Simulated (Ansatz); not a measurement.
Basis-set series for F3HfI, SMILES `[F][Hf]([F])([F])[I]`. Total charge 0; spin multiplicity 1. Hf, I takes the def2 core potential. All single points use the PBE0-D4/def2-TZVP geometry.

```json
{"functional": "PBE0-D4", "basis": "def2-TZVPP", "functions": "199", "energy (Eh)": "-645.45410", "HOMO (eV)": "-8.39", "LUMO (eV)": "-1.42"}
{"functional": "PBE0-D4", "basis": "def2-QZVPP", "functions": "334", "energy (Eh)": "-645.47210", "HOMO (eV)": "-8.40", "LUMO (eV)": "-1.41"}
{"functional": "ωB97M-V", "basis": "def2-TZVPP", "functions": "199", "energy (Eh)": "-645.57412", "HOMO (eV)": "-10.47", "LUMO (eV)": "0.42"}
{"functional": "ωB97M-V", "basis": "def2-QZVPP", "functions": "334", "energy (Eh)": "-645.59074", "HOMO (eV)": "-10.48", "LUMO (eV)": "0.15"}
```

Q: Give the rows for def2-SVP. (An estimate is asked.)

A: The calculation gave: 
| functional | basis | functions | energy (Eh) | HOMO (eV) | LUMO (eV) |
| --- | --- | --- | --- | --- | --- |
| PBE0-D4 | def2-SVP | 100 | -645.05697 | -8.38 | -1.44 |
| ωB97M-V | def2-SVP | 100 | -645.16841 | -10.44 | 0.49 |

Positive LUMOs are unbound and depend on the basis.

Program: Ansatz 0.2.0.
